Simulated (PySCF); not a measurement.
A structure optimised at PBE-D3(BJ)/def2-SVP, used in a PySCF frequency run:

```xyz
5

Ge     0.5158     0.3902     0.0000
Cl    -0.4096     2.3447     0.0000
Br    -0.1656    -0.7556    -1.8854
Br    -0.1656    -0.7556     1.8854
H      2.0514     0.5472     0.0000
```

Q: Write its SMILES, formula and point group.

A: [Cl][GeH]([Br])[Br], Br₂ClGeH, Cs

Q: What are its rotational constants (standard atomic weights)?

A: 1.5263, 0.83957, 0.58405 GHz
